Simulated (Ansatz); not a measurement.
C2H9GeN (`C[CH2][GeH2][NH2]`). Charge 0, multiplicity 1.

```json
{"atom": "C1", "x (Å)": "-1.573", "y (Å)": "0.550", "z (Å)": "-0.097"}
{"atom": "C2", "x (Å)": "-0.458", "y (Å)": "0.406", "z (Å)": "0.929"}
{"atom": "Ge3", "x (Å)": "1.301", "y (Å)": "0.106", "z (Å)": "0.106"}
{"atom": "N4", "x (Å)": "1.371", "y (Å)": "-1.363", "z (Å)": "-1.009"}
{"atom": "H5", "x (Å)": "-1.654", "y (Å)": "-0.341", "z (Å)": "-0.725"}
{"atom": "H6", "x (Å)": "-1.399", "y (Å)": "1.402", "z (Å)": "-0.761"}
{"atom": "H7", "x (Å)": "-2.545", "y (Å)": "0.701", "z (Å)": "0.379"}
{"atom": "H8", "x (Å)": "-0.658", "y (Å)": "-0.432", "z (Å)": "1.604"}
{"atom": "H9", "x (Å)": "-0.386", "y (Å)": "1.300", "z (Å)": "1.556"}
{"atom": "H10", "x (Å)": "1.669", "y (Å)": "1.316", "z (Å)": "-0.777"}
{"atom": "H11", "x (Å)": "2.368", "y (Å)": "-0.119", "z (Å)": "1.194"}
{"atom": "H12", "x (Å)": "1.158", "y (Å)": "-2.243", "z (Å)": "-0.560"}
{"atom": "H13", "x (Å)": "0.803", "y (Å)": "-1.282", "z (Å)": "-1.841"}
```

**Question.** List the harmonic frequencies (cm⁻¹, unscaled) at PBE0-D4/def2-TZVP in Ansatz. (Estimate.)

**Answer.** Computed: 72, 154, 158, 221, 267, 455, 533, 572, 645, 683, 721, 795, 858, 927, 973, 984, 1056, 1246, 1260, 1405, 1451, 1492, 1498, 1581, 2136, 2142, 3038, 3051, 3091, 3105, 3115, 3559, 3654.

**Question.** Is this a minimum?

**Answer.** Yes, all 33 modes are real.

**Question.** Give the ideal-gas thermochemistry at 298.15 K and 1 bar (rigid rotor, harmonic oscillator; point group C1, symmetry number 1).

**Answer.** Zero-point energy 280.5 kJ/mol; H(298) − E = 302.0 kJ/mol; entropy 347.6 J/(mol·K), of which translation 168.5, rotation 109.5, vibration 69.6; G(298) − E = 198.4 kJ/mol. Modes under 100 cm⁻¹ are hindered rotations or soft bends, so the harmonic entropy is rough.
